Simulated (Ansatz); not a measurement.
The first iterations of a band of F3GeHO + H2S (9 atoms, charge 0, multiplicity 1).

These are results of RKS PBE-D4/def2-SVP in Ansatz, not measurements.

* movable images: 7
* climbing image: yes
* spring: 5.0 eV/Å²
* optimiser: quadratic models (default)
* start path: through a guess of the saddle point
* force threshold: 0.05 eV/Å
* iteration limit: 60
* end points: relaxed

Initial state:

```xyz
9
Properties=species:S:1:pos:R:3
Ge -0.039 -0.065 0.079
F 0.101 0.324 1.771
F 1.419 0.289 -0.788
F -1.122 1.183 -0.488
O -0.945 -1.534 -0.339
H -1.770 -1.232 -0.775
S 1.651 -2.250 1.083
H 0.546 -3.044 1.027
H 1.365 -1.850 2.353
```

Final state:

```xyz
9
Properties=species:S:1:pos:R:3
Ge 0.538 -0.650 -0.378
F -0.856 -1.115 2.095
F 1.183 0.121 -1.785
F 0.450 0.632 0.881
O -1.143 -1.048 -0.730
H -1.555 -1.283 0.131
S 1.922 -2.199 0.347
H 1.107 -2.374 1.430
H -0.441 -0.262 1.930
```

| iteration | highest image above the first end (eV) | largest band force component (eV/Å) |
| --- | --- | --- |
| 1 | 17.875 | 107.896 |
| 2 | 3.162 | 17.224 |
| 3 | 1.414 | 11.535 |
| 4 | 1.077 | 4.450 |
| 5 | 1.002 | 1.678 |
| 6 | 0.803 | 1.454 |
| 7 | 0.684 | 1.090 |
| 8 | 1.456 | 5.839 |

Does the band converge within its limit, and where does its top end?

The forces met the threshold. It ended after 26 iterations with the highest image 0.658 eV above the first end. The profile has 2 maxima (images 4, 6) with wells between them (image 5): this band takes more than one step, which may be the mechanism or a detour left from its start path. A vibrational analysis at the climbing image gives one clearly imaginary mode, 406i cm⁻¹: a first-order saddle point. The orbitals stay closed-shell, which can raise the energy where a bond breaks towards radicals; this wasn't checked here.

Time of the run: 3.1 min on 4 threads of AMD EPYC 7B13 (Zen 3), with other jobs on the host, peak memory 0.21 GiB.
